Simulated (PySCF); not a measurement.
Cost of excited-state runs on `P[SiH2][SiH2]C1CCC1`, C$_{4}$H$_{13}$PSi$_{2}$

Geometry (Å), atoms numbered from 1 in this order:
```xyz
20

P    -4.3523   -0.8062    0.4669
Si   -2.1911   -1.2854    0.1247
Si   -0.8984    0.5411   -0.5172
C     0.9029   -0.0062   -0.7617
C     1.9663    1.0922   -0.9615
C     2.8320    0.4378    0.1225
C     1.6605   -0.4808    0.4948
H    -4.5049   -0.0607   -0.6866
H    -4.1148    0.3229    1.2268
H    -1.7618   -1.8991    1.3899
H    -2.2235   -2.3791   -0.8574
H    -0.8927    1.6110    0.4973
H    -1.3534    1.1820   -1.7627
H     0.9734   -0.7524   -1.5551
H     1.6153    2.0839   -0.6821
H     2.4083    1.1485   -1.9544
H     3.6841   -0.1049   -0.2826
H     3.1827    1.1018    0.9101
H     1.8856   -1.5448    0.5393
H     1.1766   -0.1908    1.4264
```

PySCF with density fitting, on 1 thread of an Arm Neoverse V1, shared host. Command: `OMP_NUM_THREADS=1 python excited_run.py task.json out`

(1) How long does each of these runs take, and how much memory?
- excited states, CAM-B3LYP/def2-SVP; Tamm-Dancoff; spin-orbit couplings; 6 states; 6 triplets; quadratic response for 4 states; writes grids
- excited states, PBE0/def2-SVPD; two-photon moments; 6 states; quadratic response for 5 states; 0 triplets

Results:

(1) 
```csv
run,level,basis functions,wall time,peak memory (GiB)
excited states,CAM-B3LYP/def2-SVP,175,58 s,0.86
excited states,PBE0/def2-SVPD,256,75 s,1.1
```
Times from a shared host are rough.
